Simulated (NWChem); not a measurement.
## Basis-set convergence for H₂BrGa

SMILES: [GaH2][Br]
```xyz
4

Ga     0.0000     0.0000     1.1627
H     -1.4082     0.0000     1.8316
H      1.4082     0.0000     1.8316
Br     0.0000     0.0000    -1.1344
```
Charge 0, spin multiplicity 1.

Everything below was run with NWChem. All single points use one geometry, from PBE0/def2-SVP, a minimum by its harmonic frequencies.

Quantity: LUMO energy at the level PBE0.

The Hamiltonian is non-relativistic. The Pople sets run with spherical d functions. The structure started from a generated list of species.

```tsv
basis	functions	LUMO energy (eV)
3-21G	48	-1.82
cc-pVDZ	64	-1.85
6-31G*	68	-1.94
def2-SVP	74	-1.86
6-311G**	100	-1.93
def2-TZVP	108	-1.91
pcseg-2	114	-1.94
def2-TZVPP	124	-1.92
def2-TZVPD	129	-1.93
def2-QZVP	210	-1.94
```

Smallest basis within 0.1 eV of def2-QZVP, the largest set run: cc-pVDZ, with 64 functions against 210 (also within reach: 6-31G*, def2-SVP, 6-311G**, def2-TZVP, pcseg-2, def2-TZVPP, def2-TZVPD). def2-QZVP isn't the basis-set limit itself, and a small set can land close by cancellation.
